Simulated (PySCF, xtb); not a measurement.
C4H10OSi, SMILES OC[C@@H]1[SiH2]CC1.

GFN2-xTB (xtb 6.7.1) at its own geometry gives an orbital gap of 4.66 eV and a dipole moment of 2.27 D.

Geometry optimised at PBE-D3(BJ)/def2-SVP. The structure was generated by enumeration; whether it is a known compound was not checked. Other conformers were not sampled.

**Question.** What does PBE/def2-TZVP (PySCF) give? (Estimate from the structure and the level; the computed values follow.)

**Answer.** gap 5.41 eV (levels -6.07 and -0.66 eV), dipole 1.66 D.
